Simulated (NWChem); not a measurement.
Molecule: C2H7GaO; SMILES C[O][GaH][CH3]

```xyz
11

Ga    -0.3443     0.3988     0.0001
H     -1.9020     0.1980    -0.0001
C      0.7311     2.0280    -0.0001
H      0.5039     2.6439     0.8840
H      0.5123     2.6374    -0.8908
H      1.8013     1.7781     0.0057
O      0.6098    -1.1158     0.0003
C      0.1004    -2.4117    -0.0002
H      0.4476    -2.9680    -0.8908
H      0.4516    -2.9701     0.8875
H     -1.0076    -2.4532     0.0022
```
Atoms are numbered in this order, from 1.

Computed with NWChem. Pople sets run with spherical d functions. Coordinates come from a PBE0/def2-SVP optimisation. B3LYP is NWChem's, with the RPA form of VWN correlation. Vertical excitations in the gas phase; the lowest state need not have the same character in each row.

| level | lowest excitation, singlet (eV) | oscillator strength of that lowest state | lowest state with f > 0.02, singlet (eV) | oscillator strength of that bright state | orbital gap (eV) |
|---|---|---|---|---|---|
| PBE/6-31G*, TDA | 4.81 | 0.002 | 5.36 | 0.095 | 4.57 |
| B3LYP/6-31G*, TDA | 5.27 | 0.003 | 5.80 | 0.090 | 6.28 |
| LDA (Slater exchange, VWN5)/6-31G*, TDA | 4.73 | 0.002 | 5.33 | 0.100 | 4.49 |
| Hartree-Fock/6-31G*, CIS | 6.97 | 0.004 | 8.01 | 0.062 | 13.02 |
